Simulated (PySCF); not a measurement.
Electron correlation in Ti¹⁰⁺ (titanium, charge +10)

[Ne] 3s2, closed-shell 1S. Calculation: PySCF 2.14, in an uncontracted even-tempered set (19 s from 0.59 bohr⁻², ratio 2.5; 12 p from 0.76 bohr⁻², ratio 2.5; 5 d from 3.3 bohr⁻², ratio 2.7; 4 f from 5 bohr⁻², ratio 2.7); the spin-free X2C one-electron Hamiltonian (Gaussian nucleus). Frozen: 1s2; 10 electrons correlated; the 23 highest virtual orbitals of each spin left out.

```
  level  correlation energy (mhartree)
   CCSD                        -400.27
    (T)                          -2.44
CCSD(T)                        -402.71
```

Diagnostics: T1 = 0.0015, D1 = 0.0046, largest double amplitude 0.093.

Cost of the coupled-cluster step: of the order of 11 core-seconds, for 10 correlated electrons.
